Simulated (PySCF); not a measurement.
Species: nitrosyl bromide, BrNO.
Geometry (PBE0-D3(BJ)/def2-SVP, Å), atoms numbered from 1 in this order:
```
atom  x, y, z in Å
O1    -0.5753    0.4731   -0.9860
N2    -0.5362    0.3317    0.1334
Br3    1.1243   -0.8059    0.8393
```

Method used: core-valence-separated Tamm–Dancoff BHandHLYP/aug-pcX-1 (def2-SVPD on Br) in PySCF, non-relativistic, gas phase, PBE0-D3(BJ)/def2-SVP geometry. BHandHLYP without relativity tends to put these K edges a few eV too low, so spacings mean more than positions.

The lowest roots of each edge with f over 0.003 (five at most, numbered afresh; weaker and dark ones are left out), with transition dipoles (au) in the frame of the coordinates:

| root | edge | E (eV) | μx | μy | μz |
| --- | --- | --- | --- | --- | --- |
| 1 | N | 397.50 | 0.0507 | 0.0791 | 0.0082 |
| 2 | N | 399.45 | -0.0759 | 0.0493 | -0.0059 |
| 3 | N | 407.54 | -0.0124 | 0.0056 | 0.0220 |
| 4 | N | 408.89 | -0.0106 | -0.0165 | -0.0017 |
| 5 | O | 529.51 | 0.0363 | 0.0567 | 0.0059 |
| 6 | O | 533.09 | -0.0387 | 0.0252 | -0.0040 |
| 7 | O | 540.08 | -0.0085 | -0.0134 | -0.0014 |
| 8 | O | 540.39 | -0.0123 | 0.0071 | 0.0080 |
| 9 | O | 541.61 | 0.0118 | -0.0081 | 0.0054 |

Problem. What are the oscillator strengths?

Solution. f = (2/3) ΔE |μ|², with ΔE in hartree (27.2114 eV):

| root | ΔE (Eh) | \|μ\|² (au) | f | core hole on |
| --- | --- | --- | --- | --- |
| 1 | 14.6077 | 0.008895 | 0.087 | N2 |
| 2 | 14.6795 | 0.008226 | 0.081 | N2 |
| 3 | 14.9767 | 0.000669 | 0.007 | N2 |
| 4 | 15.0266 | 0.000388 | 0.004 | N2 |
| 5 | 19.4591 | 0.004567 | 0.059 | O1 |
| 6 | 19.5907 | 0.002149 | 0.028 | O1 |
| 7 | 19.8477 | 0.000254 | 0.003 | O1 |
| 8 | 19.8589 | 0.000266 | 0.004 | O1 |
| 9 | 19.9037 | 0.000234 | 0.003 | O1 |

Problem. What is the unit vector of the normal of the molecular plane, and which share of each root's |μ|² lies along it?

Solution. (-0.54, -0.84, -0.09), up to sign.

```tsv
root	core hole on	share along it	final orbital under reflection in the plane
1	N2	1.00	odd
2	N2	0.00	even
3	N2	0.00	even
4	N2	1.00	odd
5	O1	1.00	odd
6	O1	0.00	even
7	O1	1.00	odd
8	O1	0.00	even
9	O1	0.00	even
```

The 1s orbitals of atoms in the plane are even under the reflection, so light polarised along the normal reaches odd orbitals alone (the out-of-plane π set) and light polarised in the plane even ones.

Problem. For fixed molecules, how does the intensity of root 1 change when the electric field is turned 60° away from the normal of the molecular plane?

Solution. Intensity goes as (E·μ)², and μ lies along that direction, so it falls to cos²60° = 0.25 of its maximum; it vanishes at 90°.

Problem. Molecules are fixed in this frame and the field points along (1, 1, 0)/√2. What effective strengths 3 f cos²θ do the roots have (θ between field and μ)?

Solution. root 1 (N2): 0.246, root 2 (N2): 0.010, root 3 (N2): 0.001, root 4 (N2): 0.011, root 5 (O1): 0.168, root 6 (O1): 0.004, root 7 (O1): 0.009, root 8 (O1): 0.001, root 9 (O1): 0.000. Root 1 is the strongest. Averaged over all orientations cos²θ is 1/3, which gives f back.

 The BHandHLYP/aug-pcX-1 (def2-SVPD on Br) calculation is non-relativistic and has no spin–orbit coupling, an omission that weighs most on bromine.
